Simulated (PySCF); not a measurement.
**Magnetic susceptibility: `C(=O)(O)CC[C@H]1CO1`, C₅H₈O₃**

Geometry:
```json
{"atom": "O1", "x (Å)": "1.823", "y (Å)": "1.400", "z (Å)": "0.402"}
{"atom": "C2", "x (Å)": "1.962", "y (Å)": "0.312", "z (Å)": "-0.089"}
{"atom": "O3", "x (Å)": "3.135", "y (Å)": "-0.334", "z (Å)": "-0.083"}
{"atom": "C4", "x (Å)": "0.895", "y (Å)": "-0.490", "z (Å)": "-0.788"}
{"atom": "C5", "x (Å)": "-0.472", "y (Å)": "0.193", "z (Å)": "-0.735"}
{"atom": "C6", "x (Å)": "-1.051", "y (Å)": "0.125", "z (Å)": "0.660"}
{"atom": "C7", "x (Å)": "-2.489", "y (Å)": "-0.024", "z (Å)": "0.885"}
{"atom": "O8", "x (Å)": "-1.606", "y (Å)": "-1.093", "z (Å)": "1.068"}
{"atom": "H9", "x (Å)": "3.811", "y (Å)": "0.194", "z (Å)": "0.371"}
{"atom": "H10", "x (Å)": "0.842", "y (Å)": "-1.473", "z (Å)": "-0.315"}
{"atom": "H11", "x (Å)": "1.217", "y (Å)": "-0.638", "z (Å)": "-1.821"}
{"atom": "H12", "x (Å)": "-0.369", "y (Å)": "1.241", "z (Å)": "-1.019"}
{"atom": "H13", "x (Å)": "-1.149", "y (Å)": "-0.304", "z (Å)": "-1.430"}
{"atom": "H14", "x (Å)": "-0.464", "y (Å)": "0.636", "z (Å)": "1.419"}
{"atom": "H15", "x (Å)": "-2.939", "y (Å)": "0.374", "z (Å)": "1.787"}
{"atom": "H16", "x (Å)": "-3.155", "y (Å)": "-0.109", "z (Å)": "0.033"}
```

Theory: GIAO B3LYP/pcSseg-1 magnetisability, rotational g tensor and spin-rotation constants, non-relativistic, gas phase (PySCF 2.14.0). Geometry: GFN2-xTB.

(1) What are the magnetisability and the molar susceptibility?

(2) Split it along the inertial axes a, b, c into diamagnetic and paramagnetic parts about the centre of mass, with the quadrupole moment.

(3) And the rotational g tensor?

Answers

(1) Isotropic -1182 × 10⁻³⁰ J/T², or -71.2 × 10⁻⁶ cm³/mol; principal values -1336, -1112, -1099 × 10⁻³⁰ J/T², anisotropy 231 × 10⁻³⁰ J/T² (root of half the summed squared differences of the principal values). The susceptibility is in cgs units.

(2) 
| axis | χ (10⁻⁶ cm³/mol) | diamagnetic (10⁻⁶ cm³/mol) | paramagnetic (10⁻⁶ cm³/mol) | summed x² of all electrons (Å²) | quadrupole Θ (D Å) |
| --- | --- | --- | --- | --- | --- |
| a | -67.2 | -335.7 | 268.6 | 249.3 | +7.92 |
| b | -67.8 | -1207.4 | 1139.6 | 43.8 | -8.04 |
| c | -78.6 | -1243.3 | 1164.7 | 35.3 | +0.11 |

Anisotropies 2χaa − χbb − χcc = +12.1 and 2χbb − χaa − χcc = +10.3 × 10⁻⁶ cm³/mol. Θ is traceless in Buckingham's convention.

(3) 
| axis | rotational constant (GHz) | g | nuclear part | electronic part |
| --- | --- | --- | --- | --- |
| a | 5.0865 | -0.0473 | 0.5944 | -0.6417 |
| b | 1.0427 | -0.0048 | 0.5535 | -0.5583 |
| c | 1.0090 | -0.0018 | 0.5503 | -0.5521 |

Asymmetric top; isotopes 12C, 1H, 16O; no vibrational averaging.
